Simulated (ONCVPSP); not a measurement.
Transferability test, ONCV potential for Ge

* Element: Ge
* Generator: ONCVPSP 4.0.1
* Type: optimised norm-conserving Vanderbilt (ONCV)
* Functional: PBEsol
* Relativity: scalar-relativistic
* Frozen core: [Ne]
* Valence charge: 22
* Reference configuration: 3s2 3p6 3d10 4s1.75 4p2.25
* Partial waves: 3s+4s: rc 1.20 bohr, ncon 4, nbas 7, qcut 11.3 1/bohr, 2 projectors; 3p+4p: rc 1.30 bohr, ncon 4, nbas 7, qcut 9.2 1/bohr, 3 projectors, debl 2.6 Ha; 3d: rc 0.75 bohr, ncon 4, nbas 9, qcut 16.8 1/bohr, local
* Local potential: the d channel
* Core correction: Teter function, fcfact 3.5, rcfact 1.3

Energies are relative to the spin-unpolarised reference configuration 3s2 3p6 3d10 4s1.75 4p2.25; without spin polarisation the order of configurations can differ from experiment.

Q: Give the all-electron excitation energy and the error of the potential for: 3s2 3p6 3d10 4s2 4p2; 3s2 3p6 3d10 4s2 4p1; 3s2 3p6 3d10 4s2 4p0; 3s2 3p6 3d10 4s1 4p2.

A:

```tsv
valence configuration	charge	ΔE all-electron (eV)	error AE − PS (meV)
3s2 3p6 3d10 4s2 4p2	0	-1.970	+0.1
3s2 3p6 3d10 4s2 4p1	+1	5.483	-0.7
3s2 3p6 3d10 4s2 4p0	+2	20.932	-2.5
3s2 3p6 3d10 4s1 4p2	+1	14.213	-1.4
```
